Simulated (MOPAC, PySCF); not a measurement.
Stepwise substitution at one centre (Ge OH-OCH3). Gas-phase values, no solvent. One relaxed conformer stands for each flexible species; it need not be the lowest. Strings in code marks are SMILES.

Quantity: redistribution energy (mixed species minus the weighted end members), in kcal/mol. Semi-empirical values (MOPAC) are differences of heats of formation.

Level 1: PBE0-D3(BJ)/def2-TZVP // PBE0-D3(BJ)/def2-SVP (PySCF)
Level 2: B3LYP/LANL2DZ // PBE0-D3(BJ)/def2-SVP (PySCF)
Level 3: SVWN5/6-31G* // PBE0-D3(BJ)/def2-SVP (PySCF)
Level 4: PM3 // PBE0-D3(BJ)/def2-SVP (MOPAC)

| species | level 1 | level 2 | level 3 | level 4 |
|---|---|---|---|---|
| 2 of 4 OH replaced by OCH3: `C[O][Ge]([OH])([OH])[O]C` | 0.05 | -0.44 | -0.20 | -0.13 |
| 1 of 4 OH replaced by OCH3: `[Ge]([OH])([O]C)([OH])[OH]` | 0.04 | -0.28 | -0.08 | -0.13 |
| 3 of 4 OH replaced by OCH3: `C[O][Ge]([OH])([O]C)[O]C` | 0.01 | -0.28 | -0.14 | -0.17 |
